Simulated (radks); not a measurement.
Br3+, 32 electrons, occupied as [Ar] 3d8 4s2 4p4 (not the ground configuration).

Method: Dirac Kohn-Sham, LDA (Slater exchange, Perdew-Zunger correlation), spin-unpolarised, spherical densities, finite nucleus; open shells fill j = l - 1/2 first; Fermi nuclear charge, rms radius 4.1629 fm; computed with a radial shooting solver on a logarithmic mesh with Libxc functionals.

Energy parts (eV):
part                       energy
total                  -70617.937
kinetic                 72406.488
electron-nucleus      -168685.738
Hartree                 28006.950
exchange-correlation    -2345.638

Orbitals (lengths in bohr, moments of r in powers of bohr):
orbital  occ.  eigenvalue (eV)   <1/r>       <r^4>  small-component weight
1s1/2       2        -13364.10   35.61  0.00001568                1.61e-02
2s1/2       2        -1805.743   7.944    0.003110                3.17e-03
2p1/2       2        -1634.954   7.917    0.002137                3.17e-03
2p3/2       4        -1587.575   7.657    0.002310                3.10e-03
3s1/2       2        -303.6922   2.652      0.1799                7.96e-04
3p1/2       2        -244.1876   2.547      0.1995                7.50e-04
3p3/2       4        -236.9795   2.485      0.2137                7.30e-04
3d3/2       4        -133.6998   2.265      0.2808                6.24e-04
3d5/2       4        -132.4897   2.250      0.2872                6.18e-04
4s1/2       2         -61.3222  0.9317       8.467                1.63e-04
4p1/2       2         -46.1298  0.8283       13.47                1.34e-04
4p3/2       2         -45.2024  0.8132       14.29                1.30e-04

The highest occupied level is 4p3/2 at -45.202 eV. Summed over all electrons, <r^2> = 22.81 bohr^2, which gives a Langevin (diamagnetic) susceptibility term of -18.1 x 10^-6 cm^3/mol. The density falls to 0.001 e/bohr^3 at r = 3.28 bohr.
